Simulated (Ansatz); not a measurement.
B(NH2tBu)Cl3 (C4H11BCl3N). Total charge 0; singlet. Geometry PBE-D4/def2-SVP.

Cartesian coordinates in Å:
```
B 0.5888 1.4442 1.7453
N -0.2305 0.2102 1.0227
C -0.1236 -0.3227 -0.4071
C -1.1567 -1.4590 -0.4994
C -0.4685 0.7869 -1.4046
C 1.2851 -0.8706 -0.6553
H -0.0681 -0.5818 1.6691
H -1.2189 0.4684 1.1897
H -0.9367 -2.2710 0.2249
H -1.1410 -1.9034 -1.5134
H -2.1869 -1.0902 -0.3119
H -1.4653 1.2269 -1.1994
H 0.2723 1.6058 -1.3759
H -0.4882 0.3554 -2.4247
H 2.0458 -0.0705 -0.6182
H 1.5640 -1.6377 0.0956
H 1.3112 -1.3464 -1.6552
Cl -0.1425 1.3711 3.4573
Cl 0.1749 3.0217 0.9004
Cl 2.3848 1.0626 1.7601
```

B3LYP takes the VWN-RPA correlation. HSE06 is defined as in plane-wave codes, on full-range PBE exchange.

(1) Estimate the orbital energies around the gap (eV) in Ansatz with PBE-D4/def2-SVP, revPBE-D4/def2-TZVP, B3LYP-D4/6-31G, PBE0-D4/def2-SVP, HSE06-D4/def2-TZVP.

Answers

(1) 
```
orbital  PBE-D4/def2-SVP  revPBE-D4/def2-TZVP  B3LYP-D4/6-31G  PBE0-D4/def2-SVP  HSE06-D4/def2-TZVP
 HOMO−9            -9.33                -9.47          -10.77            -10.88              -10.60
 HOMO−8            -9.28                -9.41          -10.71            -10.82              -10.54
 HOMO−7            -8.92                -8.96          -10.24            -10.40              -10.01
 HOMO−6            -8.85                -8.90          -10.20            -10.34               -9.97
 HOMO−5            -7.16                -7.38           -8.53             -8.67               -8.48
 HOMO−4            -7.15                -7.38           -8.52             -8.66               -8.48
 HOMO−3            -7.01                -7.21           -8.41             -8.48               -8.27
 HOMO−2            -6.57                -6.80           -7.94             -8.04               -7.86
 HOMO−1            -6.54                -6.77           -7.91             -7.99               -7.81
   HOMO            -6.15                -6.40           -7.55             -7.61               -7.46
   LUMO            -0.44                -0.74            0.34              0.41               -0.44
 LUMO+1             0.67                 0.40            1.57              1.60                0.77
 LUMO+2             0.80                 0.50            1.75              1.78                0.95
 LUMO+3             1.26                 0.75            2.15              2.19                1.18
 LUMO+4             1.77                 1.13            2.50              2.67                1.51
 LUMO+5             2.11                 1.16            2.71              3.10                1.71
```
